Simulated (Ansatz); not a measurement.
A structure relaxed at PBE-D4/def2-SVP in Ansatz, charge 0, singlet:

```xyz
14

Ir   -0.0008    0.0007    0.0006
P     0.6664    1.7936   -1.2681
H    -0.3216    2.5935   -1.9221
H     1.5246    1.5737   -2.3902
H     1.4065    2.8507   -0.6523
P    -0.6657   -1.7942    1.2676
H     0.3252   -2.6365    1.8617
H    -1.4647   -2.8155    0.6656
H    -1.4650   -1.5717    2.4319
H    -1.1131    0.9651    0.7509
H     0.7100    0.6563    1.3403
H     1.5661   -0.5205    0.0530
H     0.2438   -1.0088   -1.2846
H    -1.4118   -0.0864   -0.8543
```

Problem. Give its formula, name or SMILES.

Solution. Ir(PH3)2H5 (P2IrH11).

Problem. Summarise the bond lengths by kind (pairs closer than 1.2 times the sum of covalent radii, bridged metal pairs left out).

Solution. 2 × Ir–P 2.30 Å; 6 × H–P 1.43 Å; 5 × H–Ir 1.65 Å. The metal has 7 neighbours: P 2.30 Å, P 2.30 Å, H 1.65 Å, H 1.65 Å, H 1.65 Å, H 1.65 Å, H 1.65 Å.

In the def2 sets Ir takes a core potential; there is no spin–orbit coupling.
